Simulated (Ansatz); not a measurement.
Computed with Ansatz on PBE0-D4/def2-TZVP structures; ΔE is electronic, products minus reactants. CCSD(T)/CBS is the MP2 limit (def2-TZVPP, def2-QZVPP) plus CCSD(T) − MP2 in def2-TZVPP, frozen cores. This one scheme is used for every species. For Se outer-core shells are correlated without core-valence functions, which leaves a few kJ/mol of doubt a bond. Scalar relativity is left out up to krypton. One conformer a species, not always the lowest.

Reaction (adduct formation): aluminium trichloride + H₂Se → `[Cl][Al-]([Cl])([Cl])[SeH2+]`

| species | CCSD(T)/CBS(def2) energy (Eh) |
| --- | --- |
| `[Cl][Al]([Cl])[Cl]` | -1621.56364 |
| H₂Se | -2401.89790 |
| `[Cl][Al-]([Cl])([Cl])[SeH2+]` | -4023.48985 |

**Question.** Work out ΔE.

**Answer.** ΔE = (-4023.48985) − (-1621.56364) − (-2401.89790) = -0.02831 Eh = -17.8 kcal/mol.

Largest T1 diagnostic among the species: 0.008.

The D4 term adds −4.9 kcal/mol with B3LYP and −2.7 kcal/mol with PBE0; it sums over pairs of atoms, weighted by their polarisabilities, and B3LYP, whose exchange is more repulsive, gets the larger term. At CCSD(T), def2-SVP lies +2.3 kcal/mol from the extrapolated value and def2-TZVPP +1.1 kcal/mol.

B3LYP here is the variant with VWN-RPA as its local correlation; programs differ in this.
